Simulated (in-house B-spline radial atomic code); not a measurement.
Atomic self-consistent-field run: Ti. Method: Dirac-Hartree-Fock, average of configuration, Fermi nucleus of rms radius 3.5921 fm, inside a hard spherical wall at 6.89 bohr. Calculated with an all-electron radial atomic-structure program (B-spline basis).

Command:
```bash
python run_scf.py task.json out
```
Settings (nuclear radius in fm, mass in u):
```
Z                22
configuration    [Ar] 3d2 4s1 4f1
hamiltonian      dirac
method           hf
spin_polarised   False
nucleus          fermi
rms_radius       3.5921
atomic_mass      47.94794
speed_of_light   137.035999084
wall_radius      6.89
```

Output (hartree, bohr):
```
 radial grid: 65 intervals, B-splines of order 8, outer radius 6.89 bohr

 iter        energy (Eh)    residual
    1       -849.1517380    3.38e-01
    2       -851.4191014    1.64e-01
    3       -852.2509644    4.23e-02
    4       -852.3225998    8.06e-03
    5       -852.3261600    6.20e-03
    6       -852.3275050    1.50e-04
    7       -852.3275070    6.92e-05
    8       -852.3275071    4.07e-06
    9       -852.3275071    1.90e-07

 total energy                     -852.327507
 kinetic                            862.13922
 electron-nucleus                 -2029.52609
 electron-electron                  315.05937

 first-order corrections (not in the total)
   Gaunt                            0.28894
   retardation                     -0.02415
   frequency dependence            -0.00048
   self-energy                      0.18992
   Uehling                         -0.01465
   Wichmann-Kroll                   0.00006

 orbital      occ     eigenvalue          <r>       <r^2>       <1/r>       r_max    small
 1s1/2      2.000     -184.51323    0.0695296  0.00650196     21.8101     0.04557  6.21e-03
 2s1/2      2.000      -21.69425     0.322252    0.122746     4.59355      0.2678  1.10e-03
 2p1/2      2.000      -18.00440     0.286843    0.101371     4.49912      0.2182  1.06e-03
 2p3/2      4.000      -17.78744     0.289437    0.103076     4.44358      0.2203  1.05e-03
 3s1/2      2.000       -2.93894      1.00662      1.1663     1.38376      0.8682  2.15e-04
 3p1/2      2.000       -1.84919      1.08418     1.38046     1.25373      0.9012  1.83e-04
 3p3/2      4.000       -1.82316      1.09182     1.39987      1.2426      0.9073  1.81e-04
 3d3/2      0.800       -0.42623      1.46723     2.75505    0.902886      0.9967  1.04e-04
 3d5/2      1.200       -0.42482      1.47085     2.76824    0.900518      0.9992  1.03e-04
 4s1/2      1.000       -0.24466      3.22968     11.5746    0.387006       2.881  2.33e-05
 4f5/2      0.429        0.26970      4.47973     20.9823    0.235996        4.65  1.41e-05
 4f7/2      0.571        0.26968      4.47964     20.9816    0.236003        4.65  1.41e-05
```

Time taken, with all properties: 1.1 s on 1 thread of Arm Neoverse V2, with other jobs on the host.

For the Dirac Hamiltonian the kinetic term is c α·p + (β - 1)c².
